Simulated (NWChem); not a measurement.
System: CHO₂, doublet; SMILES O=[C]O

Excerpt of the output:

```
             Northwest Computational Chemistry Package (NWChem) 7.3.0
             --------------------------------------------------------

                             Geometry "geometry" -> ""
                             -------------------------

 Output coordinates in angstroms (scale by  1.889725989 to convert to a.u.)

  No.       Tag          Charge          X              Y              Z
 ---- ---------------- ---------- -------------- -------------- --------------
    1 O                    8.0000    -0.17548400     1.14173700     0.00000000
    2 C                    6.0000     0.41889600     0.10305400     0.00000000
    3 O                    8.0000    -0.02167200    -1.14700200     0.00000000
    4 H                    1.0000    -1.01493400    -1.13688200     0.00000000

 Effective nuclear repulsion energy (a.u.)      62.8334343133

  pbe96 is a nonlocal functional; adding pw91lda local functional.

                                 NWChem DFT Module
                                 -----------------

 Summary of "ao basis" -> "ao basis" (spherical)
 ------------------------------------------------------------------------------
       Tag                 Description            Shells   Functions and Types
 ---------------- ------------------------------  ------  ---------------------
 O                          def2-svp                 6       14   3s2p1d
 C                          def2-svp                 6       14   3s2p1d
 H                          def2-svp                 3        5   2s1p

 in cosmo_initialize ...

 solvent parameters
 solvname_short: unkn
 solvname_long:  unknown
 dielec:        1.5000

          ---------------
          -cosmo- solvent
          ---------------
 Cosmo: York-Karplus, doi: 10.1021/jp992097l
 dielectric constant -eps-     =   1.50
 screen = (eps-1)/(eps    )    =   0.33333
 surface charge correction     = lagrangian

   van der Waals surface
 --------------------------

 ---------- ATOMIC COORDINATES (A.U.) ------------ VDWR(ANG.) --
     1   -0.33161668    2.15757008    0.00000000     1.720
     2    0.79159866    0.19474382    0.00000000     2.000
     3   -0.04095414   -2.16751949    0.00000000     1.720
     4   -1.91794716   -2.14839546    0.00000000     1.300
 number of segments per atom =         32
 number of   points per atom =         32
 atom (   nspa,  nppa )
 ----------------------
    1 (     22,     0 )       0
    2 (     16,     0 )       0
    3 (     20,     0 )       0
    4 (     16,     0 )       0
 number of -cosmo- surface points =       74
 molecular surface =     71.156 angstrom**2
 molecular volume  =     50.902 angstrom**3
 G(cav/disp)       =      1.216 kcal/mol
 -lineq- algorithm             =   0
 -bem- low  level              =   2
 -bem- from -octahedral-
 gaussian surface charge width =   4.50000
 degree of switching           =   1.00000
 switching function tolerance  =   0.00010
 atomic radii =
 --------------
    1  8.000  1.720
    2  6.000  2.000
    3  8.000  1.720
    4  1.000  1.300
 ...... end of -cosmo- initialization ......

            General Information
            -------------------
          SCF calculation type: DFT
          Wavefunction type:  spin polarized.
          No. of atoms     :     4
          No. of electrons :    23
           Alpha electrons :    12
            Beta electrons :    11
          Charge           :     0
          Spin multiplicity:     2
          Use of symmetry is: off; symmetry adaption is: off
          Maximum number of iterations: 150
          AO basis - number of functions:    47
                     number of shells:    21
          Convergence on energy requested:  1.00D-06
          Convergence on density requested:  1.00D-05
          Convergence on gradient requested:  5.00D-04

              XC Information
              --------------
          PerdewBurkeErnzerhof Exchange Functional  1.000
            Perdew 1991 LDA Correlation Functional  1.000 local
           PerdewBurkeErnz. Correlation Functional  1.000 non-local

             Grid Information
             ----------------
          Grid used for XC integration:  medium
          Radial quadrature: Mura-Knowles
          Angular quadrature: Lebedev.
          Tag              B.-S. Rad. Rad. Pts. Rad. Cut. Ang. Pts.
          ---              ---------- --------- --------- ---------
          O                   0.60       49           8.0       434
          C                   0.70       49           7.0       434
          H                   0.35       45           7.0       434
          Grid pruning is: on
          Number of quadrature shells:   192
          Spatial weights used:  Erf1

      Superposition of Atomic Density Guess
      -------------------------------------

 Sum of atomic energies:        -187.50639728

      Non-variational initial energy
      ------------------------------

 Total energy =    -188.437333
 1-e energy   =    -381.323264
 2-e energy   =     130.052497
 HOMO         =      -0.147487
 LUMO         =       0.068601

   convergence    iter        energy       DeltaE   RMS-Dens  Diis-err
 ---------------- ----- ----------------- --------- --------- ---------
     COSMO gas phase
 d= 0,ls=0.0,diis     1   -188.6370634246 -2.51D+02  2.04D-02  2.53D-01
                                                     1.99D-02  2.36D-01
 d= 0,ls=0.0,diis     2   -187.8426042976  7.94D-01  1.59D-02  2.23D+00
                                                     1.65D-02  2.10D+00
 d= 0,ls=0.0,diis     3   -188.7254138742 -8.83D-01  4.84D-03  8.57D-02
                                                     3.97D-03  8.42D-02
 d= 0,ls=0.0,diis     4   -188.7508456858 -2.54D-02  1.83D-03  2.25D-02
                                                     1.49D-03  2.10D-02
 d= 0,ls=0.0,diis     5   -188.7591182021 -8.27D-03  3.76D-04  7.21D-04
                                                     3.05D-04  7.56D-04
  Resetting Diis
 d= 0,ls=0.0,diis     6   -188.7593834823 -2.65D-04  1.36D-04  2.45D-05
                                                     7.82D-05  2.36D-05
 d= 0,ls=0.0,diis     7   -188.7593956348 -1.22D-05  5.42D-05  1.19D-06
                                                     2.55D-05  8.92D-07
 d= 0,ls=0.0,diis     8   -188.7593954359  1.99D-07  2.97D-05  1.66D-06
                                                     1.88D-05  1.66D-06
 d= 0,ls=0.0,diis     9   -188.7593960562 -6.20D-07  8.84D-06  5.24D-07
                                                     8.66D-06  4.93D-07

[...]

                                   COSMO solvation results
                                   -----------------------

                 gas phase energy =      -188.759396056201
                 sol phase energy =      -188.762133792904
 (electrostatic) solvation energy =         0.002737736703 (    1.72 kcal/mol)

                    DFT Final Alpha Molecular Orbital Analysis
                    ------------------------------------------

 Vector   10  Occ=1.000000D+00  E=-3.319199D-01
              MO Center=  8.2D-02,  5.9D-02, -4.1D-10, r^2= 2.0D+00
   Bfn.  Coefficient  Atom+Function         Bfn.  Coefficient  Atom+Function
  ----- ------------  ---------------      ----- ------------  ---------------
     5      0.379315  1 O  py                33      0.297384  3 O  py
    18      0.248142  2 C  px                32     -0.249342  3 O  px
     4      0.243092  1 O  px                 8      0.230127  1 O  py
    36      0.211412  3 O  py                43      0.174305  4 H  s
     7      0.146702  1 O  px                31     -0.140883  3 O  s

 Vector   11  Occ=1.000000D+00  E=-3.110464D-01
              MO Center= -8.2D-02, -9.0D-02,  5.3D-10, r^2= 1.8D+00
   Bfn.  Coefficient  Atom+Function         Bfn.  Coefficient  Atom+Function
  ----- ------------  ---------------      ----- ------------  ---------------
    34      0.489389  3 O  pz                 6     -0.444809  1 O  pz
    37      0.357343  3 O  pz                 9     -0.304331  1 O  pz
    20     -0.089018  2 C  pz                25     -0.045247  2 C  d -1
    23     -0.034296  2 C  pz

 Vector   12  Occ=1.000000D+00  E=-1.949188D-01
              MO Center=  3.6D-01,  2.6D-01, -7.2D-11, r^2= 1.7D+00
   Bfn.  Coefficient  Atom+Function         Bfn.  Coefficient  Atom+Function
  ----- ------------  ---------------      ----- ------------  ---------------
    17      0.471296  2 C  s                  4     -0.413063  1 O  px
    18      0.411022  2 C  px                31     -0.334739  3 O  s
     7     -0.320405  1 O  px                16      0.264471  2 C  s
    21      0.237845  2 C  px                44      0.201432  4 H  s
    33     -0.162457  3 O  py                43      0.152713  4 H  s

 Vector   13  Occ=0.000000D+00  E=-4.255598D-02
              MO Center=  2.5D-01,  2.0D-01, -6.1D-11, r^2= 1.5D+00
   Bfn.  Coefficient  Atom+Function         Bfn.  Coefficient  Atom+Function
  ----- ------------  ---------------      ----- ------------  ---------------
    20      0.608622  2 C  pz                23      0.535345  2 C  pz
     6     -0.401163  1 O  pz                 9     -0.399489  1 O  pz
    34     -0.293081  3 O  pz                37     -0.280056  3 O  pz

 Vector   14  Occ=0.000000D+00  E= 1.939066D-02
              MO Center= -1.1D+00, -1.1D+00,  3.8D-12, r^2= 2.0D+00
   Bfn.  Coefficient  Atom+Function         Bfn.  Coefficient  Atom+Function
  ----- ------------  ---------------      ----- ------------  ---------------
    44      1.278101  4 H  s                 31     -0.624458  3 O  s
    35      0.437968  3 O  px                32      0.347525  3 O  px
    17     -0.263543  2 C  s                 43      0.243076  4 H  s
    30     -0.168138  3 O  s                  4      0.144981  1 O  px
     7      0.118581  1 O  px                18     -0.110061  2 C  px

 Vector   15  Occ=0.000000D+00  E= 1.799814D-01
              MO Center= -1.1D-01,  4.2D-02,  3.9D-10, r^2= 2.1D+00
   Bfn.  Coefficient  Atom+Function         Bfn.  Coefficient  Atom+Function
  ----- ------------  ---------------      ----- ------------  ---------------
    17      2.207278  2 C  s                  3     -1.220222  1 O  s
    21     -1.027343  2 C  px                31     -0.563000  3 O  s
     8      0.555143  1 O  py                36     -0.526158  3 O  py
    44     -0.388836  4 H  s                 18     -0.386169  2 C  px
    33     -0.294605  3 O  py                 5      0.232829  1 O  py

                     DFT Final Beta Molecular Orbital Analysis
                     -----------------------------------------

 Vector    9  Occ=1.000000D+00  E=-4.095885D-01
              MO Center= -2.0D-02,  5.2D-02, -2.7D-09, r^2= 1.9D+00
   Bfn.  Coefficient  Atom+Function         Bfn.  Coefficient  Atom+Function
  ----- ------------  ---------------      ----- ------------  ---------------
     4      0.355135  1 O  px                33     -0.331198  3 O  py
    19      0.259726  2 C  py                 7      0.209881  1 O  px
    36     -0.191930  3 O  py                31      0.190922  3 O  s
    18      0.169376  2 C  px                32      0.160985  3 O  px
     3     -0.141233  1 O  s                 16      0.140737  2 C  s

 Vector   10  Occ=1.000000D+00  E=-3.100536D-01
              MO Center=  5.8D-02,  3.6D-01, -2.7D-09, r^2= 1.8D+00
   Bfn.  Coefficient  Atom+Function         Bfn.  Coefficient  Atom+Function
  ----- ------------  ---------------      ----- ------------  ---------------
     5      0.371135  1 O  py                 4      0.335305  1 O  px
    33      0.265303  3 O  py                 8      0.235619  1 O  py
    18      0.229356  2 C  px                 7      0.216947  1 O  px
    32     -0.202098  3 O  px                36      0.196880  3 O  py
    43      0.139538  4 H  s                 35     -0.109907  3 O  px

 Vector   11  Occ=1.000000D+00  E=-3.076108D-01
              MO Center= -8.3D-02, -5.5D-02,  2.8D-09, r^2= 1.8D+00
   Bfn.  Coefficient  Atom+Function         Bfn.  Coefficient  Atom+Function
  ----- ------------  ---------------      ----- ------------  ---------------
    34     -0.481404  3 O  pz                 6      0.450275  1 O  pz
    37     -0.353632  3 O  pz                 9      0.310270  1 O  pz
    20      0.093366  2 C  pz                25      0.044911  2 C  d -1
    23      0.036859  2 C  pz

 Vector   12  Occ=0.000000D+00  E=-1.282405D-01
              MO Center=  4.2D-01,  1.3D-01, -3.0D-10, r^2= 1.8D+00
   Bfn.  Coefficient  Atom+Function         Bfn.  Coefficient  Atom+Function
  ----- ------------  ---------------      ----- ------------  ---------------
    17      0.575399  2 C  s                 18      0.409831  2 C  px
    31     -0.390657  3 O  s                  4     -0.350486  1 O  px
     7     -0.292154  1 O  px                44      0.277283  4 H  s
    16      0.251484  2 C  s                 21      0.243688  2 C  px
    30     -0.172257  3 O  s                 43      0.170606  4 H  s

 Vector   13  Occ=0.000000D+00  E=-1.960882D-02
              MO Center=  2.6D-01,  2.0D-01, -9.4D-11, r^2= 1.4D+00
   Bfn.  Coefficient  Atom+Function         Bfn.  Coefficient  Atom+Function
  ----- ------------  ---------------      ----- ------------  ---------------
    20      0.613284  2 C  pz                23      0.547410  2 C  pz
     6     -0.394423  1 O  pz                 9     -0.394647  1 O  pz
    34     -0.287500  3 O  pz                37     -0.272946  3 O  pz

 Vector   14  Occ=0.000000D+00  E= 3.541137D-02
              MO Center= -1.1D+00, -1.0D+00,  2.1D-11, r^2= 2.2D+00
   Bfn.  Coefficient  Atom+Function         Bfn.  Coefficient  Atom+Function
  ----- ------------  ---------------      ----- ------------  ---------------
    44      1.260605  4 H  s                 31     -0.593198  3 O  s
    35      0.436195  3 O  px                32      0.352301  3 O  px
    17     -0.311722  2 C  s                 43      0.231495  4 H  s
     4      0.166477  1 O  px                30     -0.158394  3 O  s
     7      0.141427  1 O  px                18     -0.132449  2 C  px

   alpha - beta orbital overlaps
   -----------------------------

   alpha      1      2      3      4      5      6      7      8      9     10
    beta      1      2      3      4      5      6      7      9      8     10
 overlap   1.000  1.000  1.000  0.999  0.999  0.997  0.996  0.978  0.999  0.980

   alpha     11     12     13     14     15     16     17     18     19     20
    beta     11     12     13     14     15     16     17     18     19     20
 overlap   1.000  0.988  0.999  0.997  0.999  0.999  0.964  1.000  0.964  0.999

   alpha     21     22     23     24     25     26     27     28     29     30
    beta     21     22     23     24     26     25     27     28     29     30
 overlap   0.998  0.999  1.000  0.997  0.998  1.000  0.999  0.998  1.000  1.000

   alpha     31     32     33     34     35     36     37     38     39     40
    beta     31     32     33     34     35     36     37     38     39     40
 overlap   0.997  0.835  0.835  0.997  1.000  0.999  0.999  1.000  1.000  0.999

   alpha     41     42     43     44     45     46     47
    beta     41     42     43     44     45     46     47
 overlap   0.999  0.999  0.999  1.000  0.999  1.000  1.000

     --------------------------
     Expectation value of S2:
     --------------------------
      <S2> =      0.7520 (Exact =     0.7500)

     Multipole analysis of the density
     ---------------------------------

     L   x y z        total         alpha         beta         nuclear
     -   - - -        -----         -----         ----         -------
     0   0 0 0     -0.000000    -12.000000    -11.000000     23.000000

     1   1 0 0     -0.628031     -0.706346      0.227237     -0.148922
     1   0 1 0     -0.616647      0.063808      0.379073     -1.059528
     1   0 0 1      0.000000      0.000000      0.000000      0.000000

[...]
```

Level: PBE/def2-SVP, spin-unrestricted, COSMO on the gas-phase geometry. In the optimisation the excess spin sits in a' (Cs, its own frame). All runs use the structure optimised with PBE-D3(BJ)/def2-SVP, spin-unrestricted. No stability test was run on the SCF state. COSMO prints the solvation energy as gas minus solution, so a positive value is a stabilisation.

**Question.** Write an input that gives this output.

**Answer.** One answer among several that fit: the input that was run:
```
start job
memory heap 200 mb stack 900 mb global 1100 mb
geometry units angstroms noautosym nocenter noautoz
  O     -0.175484     1.141737     0.000000
  C      0.418896     0.103054     0.000000
  O     -0.021672    -1.147002     0.000000
  H     -1.014934    -1.136882     0.000000
end
basis spherical
  O library def2-svp
  C library def2-svp
  H library def2-svp
end
dft
  odft
  mult 2
  xc xpbe96 cpbe96
  iterations 150
end
cosmo
  dielec 1.5
end
task dft energy
```
